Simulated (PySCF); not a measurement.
# P⁺: ionisation energy

P⁺ [Ne] 3s2 3p2 (3P) → P²⁺ [Ne] 3s2 3p1 (2P), as a difference of total energies. Calculation: PySCF 2.14, in def2-SVP (4s3p1d, 18 functions); no relativity, point nucleus. Correlated levels: valence: [Ne] frozen. The calculations carry no spin-orbit coupling.

Problem. Order these methods by the ionisation energy they give, lowest first.
A. UHF
B. PBE
C. MP2 (valence)
D. SCS-MP2 (valence)

Solution. A (19.190 eV), D (19.393 eV), C (19.471 eV), B (19.807 eV).

The reference lies between the lowest fine-structure levels, while these numbers refer to the centres of the terms.

Errors of the correlated levels include the incompleteness of this basis and the frozen core.

For comparison: 19.769 eV (semi-empirical (NIST evaluation); NIST Atomic Spectra Database, ionization energies).
